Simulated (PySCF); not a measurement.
A series of related molecules.

All values: PBE0/pcSseg-1 (PySCF) at GFN2-xTB geometries, gas phase, one conformer each.

Problem. Rank by LUMO energy, lowest first.
A. `O=S(=O)(Cl)c1ccc(F)s1`
B. `COc1ccc(S(=O)(=O)Cl)s1`
C. `Cc1ccc(S(=O)(=O)Cl)s1`
D. `c1(C=O)ccc(s1)S(=O)(Cl)=O`
E. `C#Cc1ccc(S(=O)(=O)Cl)s1`

Solution. D (-3.22 eV), E (-2.66 eV), A (-2.30 eV), C (-2.12 eV), B (-1.93 eV).

Problem. Rank by dipole moment, highest first.
A. `[CH:1]#[C:2][c:3]1[cH:4][cH:5][c:6]([S:7](=[O:8])(=[O:9])[Cl:10])[s:11]1` with C5–C6–S7–O8 23°
B. `[O:1]=[S:2](=[O:3])([Cl:4])[c:5]1[cH:6][cH:7][c:8]([F:9])[s:10]1` with O1–S2–C5–C6 157°
C. `[CH3:1][c:2]1[cH:3][cH:4][c:5]([S:6](=[O:7])(=[O:8])[Cl:9])[s:10]1` with C4–C5–S6–O7 -157°
D. `[CH3:1][O:2][c:3]1[cH:4][cH:5][c:6]([S:7](=[O:8])(=[O:9])[Cl:10])[s:11]1` with C1–O2–C3–C4 -1°, C5–C6–S7–O8 -21°
E. `[O:1]=[CH:2][c:3]1[cH:4][cH:5][c:6]([S:7](=[O:8])(=[O:9])[Cl:10])[s:11]1` with O1–C2–C3–C4 0°, C5–C6–S7–O8 22°
F. `[CH3:1][S:2][c:3]1[cH:4][cH:5][c:6]([S:7](=[O:8])(=[O:9])[Cl:10])[s:11]1` with C1–S2–C3–C4 180°, C5–C6–S7–O8 -26°

Solution. D (7.26 D), C (6.07 D), F (5.50 D), A (5.17 D), B (4.01 D), E (1.79 D).

All values together:

```tsv
SMILES	formula	μ (D)	HOMO (eV)	LUMO (eV)	lowest IAO charge (e)	highest IAO charge (e)	lowest Hirshfeld charge (e)	highest Hirshfeld charge (e)
Cc1ccc(S(=O)(=O)Cl)s1	C5H5ClO2S2	6.07	-7.68	-2.12	-0.830 (O)	+2.009 (S)	-0.281 (O)	+0.504 (S)
COc1ccc(S(=O)(=O)Cl)s1	C5H5ClO3S2	7.26	-7.20	-1.93	-0.831 (O)	+2.010 (S)	-0.282 (O)	+0.502 (S)
CSc1ccc(S(=O)(=O)Cl)s1	C5H5ClO2S3	5.50	-6.82	-2.14	-0.835 (O)	+2.010 (S)	-0.283 (O)	+0.501 (S)
O=Cc1ccc(S(=O)(=O)Cl)s1	C5H3ClO3S2	1.79	-8.38	-3.22	-0.825 (O)	+2.009 (S)	-0.274 (O)	+0.509 (S)
O=S(=O)(Cl)c1ccc(F)s1	C4H2ClFO2S2	4.01	-7.96	-2.30	-0.829 (O)	+2.010 (S)	-0.277 (O)	+0.505 (S)
C#Cc1ccc(S(=O)(=O)Cl)s1	C6H3ClO2S2	5.17	-7.58	-2.66	-0.828 (O)	+2.010 (S)	-0.277 (O)	+0.506 (S)
```

Conformers: `[CH3:1][c:2]1[cH:3][cH:4][c:5]([S:6](=[O:7])(=[O:8])[Cl:9])[s:10]1` with C4–C5–S6–O7 -157°; `[CH3:1][O:2][c:3]1[cH:4][cH:5][c:6]([S:7](=[O:8])(=[O:9])[Cl:10])[s:11]1` with C1–O2–C3–C4 -1°, C5–C6–S7–O8 -21°; `[CH3:1][S:2][c:3]1[cH:4][cH:5][c:6]([S:7](=[O:8])(=[O:9])[Cl:10])[s:11]1` with C1–S2–C3–C4 180°, C5–C6–S7–O8 -26°; `[O:1]=[CH:2][c:3]1[cH:4][cH:5][c:6]([S:7](=[O:8])(=[O:9])[Cl:10])[s:11]1` with O1–C2–C3–C4 0°, C5–C6–S7–O8 22°; `[O:1]=[S:2](=[O:3])([Cl:4])[c:5]1[cH:6][cH:7][c:8]([F:9])[s:10]1` with O1–S2–C5–C6 157°; `[CH:1]#[C:2][c:3]1[cH:4][cH:5][c:6]([S:7](=[O:8])(=[O:9])[Cl:10])[s:11]1` with C5–C6–S7–O8 23°.
